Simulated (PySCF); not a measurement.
# Vertical excitation energies

Compound: C5H12SSi.
Numbering: `[CH3:1][S:2][SiH2:3][CH:4]1[CH2:5][CH2:6][CH2:7]1` (hydrogens: H8, H9, H10 on C1; H11, H12 on Si3; H13 on C4; H14, H15 on C5; H16, H17 on C6; H18, H19 on C7)

Theory: TDDFT PBE0/def2-SVPD, vertical, gas phase, core orbitals frozen in the response in PySCF 2.14.0, density-fitted response routines. Geometry: GFN2-xTB, one conformer, isolated molecule. Torsions of this conformer, `[CH3:1][S:2][SiH2:3][CH:4]1[CH2:5][CH2:6][CH2:7]1`: C1–S2–Si3–C4 -178°, S2–Si3–C4–C5 -74°.

List the vertical singlet excitations with oscillator strengths and describe the spectrum.

```tsv
state	E (eV)	E (kJ/mol)	λ (nm)	f	main configurations (H = HOMO, L = LUMO)
S1	5.40	521	229.5	0.0030	H→L (93%)
S2	5.96	575	208.0	0.015	H→L+1 (93%)
S3	6.37	615	194.6	0.0011	H→L+2 (88%)
S4	6.73	650	184.1	0.0096	H→L+3 (68%), H→L+5 (18%)
S5	6.83	659	181.6	0.0030	H→L+5 (60%), H→L+4 (20%)
S6	6.98	674	177.6	0.0082	H-1→L (92%)
S7	7.03	679	176.3	0.027	H→L+4 (67%), H→L+6 (10%), H→L+5 (10%)
S8	7.15	690	173.3	0.016	H→L+6 (73%)
```

Triplets, Tamm–Dancoff:

```csv
state,E (eV),λ (nm),"main configurations (H = HOMO, L = LUMO)"
T1,5.07,244.5,H→L (82%)
T2,5.60,221.4,"H→L+1 (70%), H→L+2 (12%), H→L (8%)"
T3,6.08,204.0,"H→L+2 (60%), H→L+1 (18%), H→L+3 (8%)"
```

The lowest singlet lies at 5.40 eV (229 nm, ultraviolet) and is very weak; its leading configuration is HOMO→LUMO (93%). The strongest level in the table is S7 at 7.03 eV (176 nm, f = 0.027). Löwdin shares by element: HOMO sulfur 71%, carbon 10% or more, silicon 9%; LUMO sulfur 30%, silicon 20%, carbon 9% or more, hydrogen 7% or more (atoms not listed hold the other 34%). Weighted by f, the mean energy of these states is 6.75 eV. The oscillator strengths of these states sum to 0.083; summed over the whole spectrum of an exact calculation they would give the number of electrons, 72 (Thomas–Reiche–Kuhn). The listed states span 1.75 eV, and the widest gap between neighbours is 0.56 eV (S1 to S2). Only the lowest 8 singlets were computed, as vertical energies without vibronic structure.

The run took 52 s of wall time on one thread, Intel Xeon Platinum 8375C at 2.90 GHz (x86_64) (shared host), and the process peaked at 0.98 GiB of memory.
